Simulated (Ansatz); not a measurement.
Consider the redistribution: `[CH3][Ta](=[O])([F])[F]` + `B/C=C(/O)OC` → `C[O][Ta](=[O])([F])[F]` + `B/C=C(\C)O`.

Isolated molecules relaxed with PBE0-D4/def2-TZVP in Ansatz; ΔE leaves out vibrations. CCSD(T)/CBS is the MP2 limit (def2-TZVPP, def2-QZVPP) plus CCSD(T) − MP2 in def2-TZVPP, frozen cores. Double bonds are as drawn, so ΔE can hold a change between cis and trans. Functionals use def2-TZVPP. B3LYP here is the variant with VWN-RPA as its local correlation; programs differ in this. Elements past krypton have def2 core potentials. For Ta outer-core shells are correlated without core-valence functions, which leaves a few kJ/mol of doubt a bond. One conformer a species, not always the lowest.

`[CH3][Ta](=[O])([F])[F]`:

```xyz
8

C    -0.744   -0.675    0.497
Ta    0.660    0.635   -0.453
O     2.039   -0.352   -0.669
F    -0.042    1.121   -2.121
F     1.053    2.024    0.743
H    -1.691   -0.164    0.696
H    -0.939   -1.545   -0.137
H    -0.336   -1.044    1.444
```

`B/C=C(/O)OC`:

```xyz
13

B     2.243    0.676    0.608
C     0.818    0.999    0.953
C    -0.249    0.319    0.463
O    -1.497    0.734    0.709
O    -0.115   -0.792   -0.263
C    -1.127   -1.141   -1.188
H     2.514   -0.208   -0.154
H     3.136    1.315    1.091
H     0.544    1.814    1.615
H    -2.141    0.053    0.487
H    -0.703   -1.928   -1.809
H    -2.018   -1.550   -0.694
H    -1.405   -0.292   -1.818
```

`C[O][Ta](=[O])([F])[F]`:

```xyz
9

C    -0.253   -1.182    1.052
O     0.489   -0.332    0.210
Ta    0.313    1.093   -0.985
O    -1.357    1.476   -1.057
F     1.245    2.595   -0.342
F     0.884    0.572   -2.700
H    -1.317   -0.933    1.011
H    -0.110   -2.216    0.733
H     0.106   -1.073    2.077
```

`B/C=C(\C)O`:

```xyz
12

B    -1.487    0.630    1.161
C    -1.172   -0.054   -0.144
C     0.076   -0.314   -0.601
C     1.361    0.014    0.074
O     0.207   -0.933   -1.788
H    -2.624    0.820    1.485
H    -0.624    1.000    1.909
H    -1.968   -0.383   -0.808
H     1.962    0.671   -0.564
H     1.938   -0.901    0.246
H     1.194    0.508    1.026
H     1.138   -1.058   -1.997
```

```
             level  ΔE (kJ/mol)  difference from CCSD(T)/CBS
            PBE-D4       -165.5                         11.1
         r2SCAN-D4       -169.1                          7.5
           PBE0-D4       -167.1                          9.5
          B3LYP-D4       -174.9                          1.7
           ωB97X-V       -172.1                          4.5
           ωB97M-V       -169.3                          7.3
            B2PLYP       -178.3                         -1.7
               PBE       -165.4                         11.2
            r2SCAN       -169.1                          7.5
              PBE0       -167.0                          9.6
             B3LYP       -174.6                          2.0
     HF/def2-TZVPP       -179.7                         -3.1
    MP2/def2-TZVPP       -180.5                         -3.9
SCS-MP2/def2-TZVPP       -181.7                         -5.1
   CCSD/def2-TZVPP       -175.6                          1.0
CCSD(T)/def2-TZVPP       -174.8                          1.8
     HF/def2-QZVPP       -180.4                         -3.8
    MP2/def2-QZVPP       -181.7                         -5.1
SCS-MP2/def2-QZVPP       -183.0                         -6.4
      HF/CBS(def2)       -180.4                         -3.8
     MP2/CBS(def2)       -182.3                         -5.7
    CCSD/CBS(def2)       -177.3                         -0.7
       CCSD(T)/CBS       -176.6                            0
```

Largest T1 diagnostic among the species: 0.020.
